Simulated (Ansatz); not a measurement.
Consider the redistribution: `[F][Ge]([F])([SiH3])[Cl]` + `C[CH2][Sn][F]` → `[F][Ge]([F])([F])[SiH3]` + `C[CH2][Sn][Cl]`.

Computed with Ansatz on PBE0-D4/def2-TZVP structures; ΔE is electronic, products minus reactants. CBS: MP2 limit from def2 TZ/QZ plus the TZ coupled-cluster correction, frozen cores. Functionals use def2-TZVPP. HSE06 is defined as in plane-wave codes. Elements past krypton have def2 core potentials. For Ge, Sn outer-core shells are correlated without core-valence functions, which leaves a few kJ/mol of doubt a bond. Scalar relativity is left out up to krypton. One conformer a species, not always the lowest.

CCSD(T)/CBS gives -29.4 kJ/mol.

**Question.** Another level gave -28.6 kJ/mol. Which?
A. SCS-MP2/def2-TZVPP
B. HF/def2-TZVPP
C. HSE06/def2-TZVPP
D. revPBE-D4/def2-TZVPP

**Answer.** C. HSE06 -28.6, SCS-MP2/def2-TZVPP -34.2, revPBE-D4 -22.4, HF/def2-TZVPP -40.3 kJ/mol.

**Question.** What do rigid-rotor, harmonic-oscillator terms from PBE0-D4/def2-TZVP frequencies (298.15 K, 1 bar) make of the CCSD(T)/CBS value? (An estimate is asked.)

**Answer.** Ansatz gave: ΔZPE = +1.4 kJ/mol, ΔH = -28.3 kJ/mol, ΔS = -10 J/(mol·K), ΔG = -25.3 kJ/mol. Modes under 50 cm⁻¹ make the entropy rough.

Largest T1 diagnostic among the species: 0.015.

From BLYP to BHLYP (50 % exact exchange), in def2-TZVPP and without D4, ΔE moves by −9.3 kJ/mol. Leaving LDA and LC-ωPBE aside and taking each functional with its dispersion term where it has one, the values, not all of them listed here, spread over 10.6 kJ/mol, from BHLYP-D4 to revPBE-D4.
